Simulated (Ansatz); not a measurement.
`O[SiH](I)[SiH2]F` + `O=CF` → `O[SiH](F)I` + `O=C[SiH2]F`  (formal exchange of groups at the Si–Si bond)

Computed with Ansatz on PBE0-D4/def2-TZVP structures; ΔE is electronic, products minus reactants. CCSD(T)/CBS is the MP2 limit (def2-TZVPP, def2-QZVPP) plus CCSD(T) − MP2 in def2-TZVPP, frozen cores. This one scheme is used for every species. DFT in def2-TZVPP. def2 core potentials past Kr. For I outer-core shells are correlated without core-valence functions, which leaves a few kJ/mol of doubt a bond. One conformer a species, not always the lowest.

```csv
species,PBE0 energy (Eh)
`O[SiH](I)[SiH2]F`,-1054.00689
`O=CF`,-213.64386
`O[SiH](F)I`,-763.43927
`O=C[SiH2]F`,-504.25401
```

(1) Work out ΔE.

Largest T1 diagnostic among the species: 0.016.

Results:

(1) ΔE = (-763.43927) + (-504.25401) − (-1054.00689) − (-213.64386) = -0.04253 Eh = -1.16 eV. CCSD(T)/CBS gives -1.41 eV.

From PBE to PBE0 (25 % exact exchange), in def2-TZVPP and without D4, ΔE moves by −0.08 eV. In def2-TZVPP, CCSD(T) changes the Hartree–Fock value by +0.11 eV (the triples alone add +0.04 eV) and MP2 by +0.05 eV. The D4 term adds +0.05 eV with B3LYP and +0.03 eV with PBE0; it sums over pairs of atoms, weighted by their polarisabilities, and B3LYP, whose exchange is more repulsive, gets the larger term.

B3LYP here is the variant with VWN-RPA as its local correlation; programs differ in this.
